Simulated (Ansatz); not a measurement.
Al6N7H20²⁺, a cluster cut from zinc blende AlN (hydrogen-capped). Charge 2, multiplicity 2. Geometry PBE-D4/def2-SVP.

```xyz
33

N     0.289   -2.354   -1.601
N     0.455    1.465    3.055
N    -1.925   -0.804   -0.290
N     0.838   -0.929    1.123
N     2.105    0.077   -1.575
N    -0.091    1.682    0.010
N    -0.671    0.356   -2.760
Al    0.251   -0.487    2.929
Al   -0.464   -2.020    0.191
Al    0.860   -0.869   -2.749
Al   -0.748    2.297    1.739
Al   -1.516    0.944   -1.078
Al    1.519    0.635    0.216
H    -0.382   -2.945   -2.127
H     1.092   -3.003   -1.502
H     1.439    1.775    2.956
H     0.190    1.777    4.008
H    -2.576   -1.305   -0.921
H    -2.518   -0.656    0.546
H     1.634   -1.571    1.314
H     2.968   -0.488   -1.468
H     2.467    0.914   -2.069
H     0.156    2.581   -0.451
H    -1.413   -0.039   -3.370
H    -0.398    1.199   -3.300
H    -1.536   -0.078    2.496
H     0.643   -1.420    4.137
H    -0.912   -3.326    0.961
H     1.407   -1.284   -4.168
H    -1.853    0.813    2.113
H    -1.234    3.785    1.918
H    -2.763    1.895   -1.277
H     2.687    1.382    0.993
```

Single mean-field runs in def2-TZVP are fitted with def2-universal-jkfit. In the charge 2 doublet, H26 and H30 lie 1.02 Å apart (atoms count from 1), so these atoms are partly bonded to each other.

Estimate the α-spin orbital energies around the gap (eV) in Ansatz with PBE-D4/def2-TZVP, PBE0-D4/def2-TZVP.


| orbital | PBE-D4/def2-TZVP | PBE0-D4/def2-TZVP |
| --- | --- | --- |
| HOMO−5 | -14.40 | -15.73 |
| HOMO−4 | -14.06 | -15.37 |
| HOMO−3 | -13.75 | -15.04 |
| HOMO−2 | -13.67 | -14.96 |
| HOMO−1 | -13.65 | -14.95 |
| HOMO | -11.79 | -12.82 |
| LUMO | -8.05 | -7.20 |
| LUMO+1 | -7.85 | -7.05 |
| LUMO+2 | -7.58 | -6.77 |
| LUMO+3 | -7.52 | -6.67 |
| LUMO+4 | -7.36 | -6.53 |
| LUMO+5 | -7.27 | -6.44 |
| β HOMO | -13.65 | -14.94 |
| β LUMO | -10.54 | -9.65 |
